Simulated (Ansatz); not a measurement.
`F[SiH](F)C(F)(F)F` and `FC(F)(F)[O][GeH2][Cl]` differ in one atom or group.

Ansatz, PBE0-D4/def2-TZVP geometries, multiplicity 1. Each molecule was computed in one conformer, which needn't be the lowest.

Scalar relativity is left out up to krypton.

| property | `F[SiH](F)C(F)(F)F` |
| --- | --- |
| size of the dipole moment (ωB97M-V/def2-TZVPP) / D | 1.64 |
| LUMO energy (PBE0/def2-TZVPP) / eV | -0.01 |
| HOMO–LUMO gap (B3LYP/def2-TZVPP) / eV | 9.47 |
| HOMO–LUMO gap (ωB97M-V/def2-TZVPP) / eV | 14.01 |
| size of the dipole moment (B3LYP/def2-TZVPP) / D | 1.63 |
| LUMO energy (B3LYP/def2-TZVPP) / eV | -0.27 |

Question: Give the same properties after the change, and the shifts. (Estimate.)

Answer: Ansatz gave: 
```tsv
property	`FC(F)(F)[O][GeH2][Cl]`	shift
size of the dipole moment (ωB97M-V/def2-TZVPP) / D	3.03	1.39
LUMO energy (PBE0/def2-TZVPP) / eV	-0.52	-0.51
HOMO–LUMO gap (B3LYP/def2-TZVPP) / eV	8.30	-1.17
HOMO–LUMO gap (ωB97M-V/def2-TZVPP) / eV	13.10	-0.91
size of the dipole moment (B3LYP/def2-TZVPP) / D	3.01	1.38
LUMO energy (B3LYP/def2-TZVPP) / eV	-0.85	-0.58
```

With PBE0 the HOMO rises by 0.52 eV and the LUMO falls by 0.51 eV, so the gap narrows by about 1.03 eV. PBE moves the HOMO by 0.29 eV and ωB97M-V by 0.56 eV. Dipoles are sizes alone; their direction can turn.

Positive LUMOs are unbound, so they and the gaps depend on the basis.

B3LYP here is the variant with VWN-RPA as its local correlation; programs differ in this.
